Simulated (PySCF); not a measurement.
SiHClBr2, SMILES [SiH](Br)(Br)Cl. Atoms are numbered in the order given.

```xyz
5

Si     0.5751    -0.4277     0.0000
Cl    -0.2198    -2.3333     0.0000
Br    -0.0911     0.6596    -1.8209
Br    -0.0911     0.6596     1.8209
H      2.0632    -0.5169     0.0000
```
Charge 0, spin multiplicity 1.

Coordinates come from a PBE-D3(BJ)/def2-SVP optimisation.

Calculation: PBE-D3(BJ)/def2-SVP run with PySCF.

Frequencies are harmonic and unscaled.

Computed vibrational spectrum:
```
mode  ν (cm⁻¹)  IR (km/mol)  moving atoms (share of kinetic energy)
----  --------  -----------  --------------------------------------
1          110          0.5               Br 76 %, Cl 13 %, Si 10 %
2          132          1.0                        Cl 59 %, Br 37 %
3          190          2.6               Cl 38 %, Br 31 %, Si 30 %
4          377         21.4                Si 61 %, Br 28 %, Cl 8 %
5          472        109.6                        Si 74 %, Br 20 %
6          564        102.8                        Si 56 %, Cl 37 %
7          742        149.4                                  H 93 %
8          761        117.5                                  H 91 %
9         2223         56.9                                  H 96 %
```
